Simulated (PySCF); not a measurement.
Radial density of I (iodine, neutral)

B3LYP, [Kr] 4d10 5s1 5p6, 2S determinant (an excited configuration). All numbers are calculated (PySCF 2.14, scalar relativity by spin-free X2C-1e, in aug-cc-pVTZ-DK3 (8s7p5d2f, 68 functions)).

| r (bohr) | 4πr²ρ (e/bohr) | 4πr²(ρα − ρβ) |
| --- | --- | --- |
| 0.0268 | 64.00 | 0.0041 |
| 0.0451 | 62.59 | 0.0096 |
| 0.0759 | 87.74 | 0.0371 |
| 0.128 | 69.97 | -0.0051 |
| 0.215 | 72.30 | 0.0722 |
| 0.361 | 45.04 | 0.0000 |
| 0.608 | 26.65 | 0.1746 |
| 1.02 | 16.44 | 0.0742 |
| 1.72 | 4.854 | 0.7871 |
| 2.89 | 2.023 | 0.1550 |
| 4.87 | 0.1799 | -0.0159 |
| 8.18 | 0.0009712 | -0.0003 |

Densities and radii are taken from the X2C orbitals without a picture-change correction, which distorts them close to the nucleus.

(1) Where is the radial spin density 4πr²(ρα − ρβ) most negative, and why is it negative at all?

Results:

(1) Around r = 4.87 bohr, down to -0.0159 e/bohr: exchange with the open shell polarises the paired shells in an unrestricted calculation.
